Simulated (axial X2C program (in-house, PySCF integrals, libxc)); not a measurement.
**Nuclear properties of AgO**

Calculated with an in-house all-electron X2C program for linear molecules (integrals from PySCF): two-component X2C with atomic mean-field Coulomb and Gaunt terms, Gaussian nuclei, basis Ag dyall-cv3z, O dyall-av3z with contracted cores.

R = 1.995 Å (near the PBE0 minimum at charge 0 of the determinant lowest at the starting distance; the state shown can have its own minimum elsewhere).

Determinant lowest in the PBE0 search, Ω = 3/2 (⟨Sz⟩ = 0.50, ⟨Lz⟩ = 1.00 at PBE0), spin on the atoms Ag -0.04, O 0.54:

```
level  Eeff magnitude (GV/cm)  Ws magnitude Ag (kHz)  A∥/gI Ag (MHz)  qzz Ag (a.u.)  A∥/gI O (MHz)  qzz O (a.u.)  μ (D)
 PBE0                   0.151                   0.11            -338          -0.71            219         -0.11  -4.97
   HF                     1.1                   0.44            -381          -2.54            246         -0.56  -6.25
 BP86                   0.177                0.00331            -238           0.26            198          0.19  -4.41
PBE50                   0.494                  0.226            -333          -1.50            226         -0.30  -5.53
  LDA                   0.211                 0.0123            -328           0.44            197          0.25  -4.36
```

Eeff is the effective electric field on the electron electric dipole moment in this Ω state and Ws the scalar–pseudoscalar constant of the nucleus named (defined with the proton number Z and per Ω); A∥ (defined per Ω) follows by multiplying with gI = μI/(I μN); qzz is the electric field gradient, eQq0 = 234.96 MHz × Q/barn × qzz; μ is positive if the O end (last atom) is positive. The operators were transformed with the bare-nucleus X2C matrices; with these basis sets, hyperfine constants and field gradients can be off by tens of per cent, and where levels differ in sign neither size nor sign is settled.

(1) With gI(107Ag) = -0.2271, gI(17O) = -0.7575 (g factors from the IAEA table of nuclear moments by Stone), turn the PBE0 values of the first state into constants in MHz.

Each state is one determinant with collinear spin. Unrestricted Hartree–Fock can overshoot spin polarisation at the nuclei. In the state Ω = 3/2 the sign of Eeff differs between levels (BP86, LDA against PBE0). Where Eeff spreads by more than a factor of two the levels disagree and none is to be relied on. The search compared states at one distance, so a state with another bond length can lie lower. The sign of Ws at Ag differs between levels in the first state. Further determinants of the search, some of them spin-mixed, are not shown. Where a field gradient or hyperfine factor spreads by more than a factor of two over the levels, a constant derived from it is not to be relied on.

Results:

(1) A∥(107Ag) = -338 × -0.2271 = 76.8 MHz; A∥(17O) = 219 × -0.7575 = -166 MHz.
